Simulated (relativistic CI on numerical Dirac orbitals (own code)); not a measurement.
## One change at a time: Mn¹⁶⁺

Base calculation: Dirac-Coulomb-Breit CI, separate exchange-only KLI orbitals for each configuration, QED by a radiative potential, unscaled Slater integrals.

CI space (outside the closed core 1s2): 2s2 2p5, 2s 2p6, 2p6 3s, 2s2 2p4 3s, 2p6 3p, 2p6 3d, 2s2 2p4 3p, 2s2 2p4 3d, 2s 2p5 3s, 2s 2p5 3p, 2s 2p5 3d, 2s2 2p4 4s, 2s2 2p4 4p, 2s2 2p4 4d, 2s2 2p4 4f, 2s 2p5 4s. Levels of other configurations are missing.

Variants: (1) one mean potential for all configurations; (2) non-relativistic limit. Shifts of the energy above 2s2 2p5 2P°_3/2, in eV, for the lowest level and the first level of each name with at least 55 % of one term (blank where a level changes its place among those of its configuration and J or its character, or is not in the variant):

```tsv
Level	Base	Δ(1)	Δ(2)
2s2 2p5 2P°_3/2	0.000	0.000	0.000
2s2 2p5 2P°_1/2	10.603	-0.003	-10.603
2s 2p6 2S_1/2	125.509	+0.146	-13.074
2s2 2p4 3s 4P_5/2	695.859	+1.484	+2.223
2s2 2p4 3s 4P_1/2	704.298	+1.484	-6.216
2s2 2p4 3s 4P_3/2	706.031	+1.601	
2s2 2p4 3s 2P_1/2	709.226	+1.648	-6.245
2s2 2p4 3s 2D_5/2	716.088	+1.407	-4.254
2s2 2p4 3s 2D_3/2	716.493	+1.431	-4.659
2s2 2p4 3p 4P°_3/2	724.545	+1.313	-0.754
2s2 2p4 3p 4P°_5/2	724.768	+1.329	-0.977
2s2 2p4 3p 4D°_7/2	728.558	+1.371	-0.721
2s2 2p4 3p 2D°_5/2	728.872	+1.399	
2s2 2p4 3s 2S_1/2	733.099	+1.272	-8.090
2s2 2p4 3p 4D°_3/2	734.318	+1.451	-6.481
2s2 2p4 3p 4D°_1/2	734.609	+1.369	
2s2 2p4 3p 4D°_5/2	737.486	+1.450	
2s2 2p4 3p 2S°_1/2	739.918	+1.438	-7.381
2s2 2p4 3p 2D°_3/2	740.550	+1.491	
2s2 2p4 3p 2F°_5/2	745.017	+1.284	-5.336
2s2 2p4 3p 2F°_7/2	747.170	+1.285	-7.489
2s2 2p4 3p 2P°_1/2	758.585	+1.441
```

At this charge energies of transitions that change n are usually good to better than 1 %, and those within a shell (Δn = 0) to a few per cent.

Ionisation energy from the two ground configurations alone: base 1221.74 eV. The NIST ASD value (semi-empirical) is 1224.1 eV.

LS names give the leading component of a level, which can be under half, so a name can repeat, a term be missing and a line seem to break the LS rules.
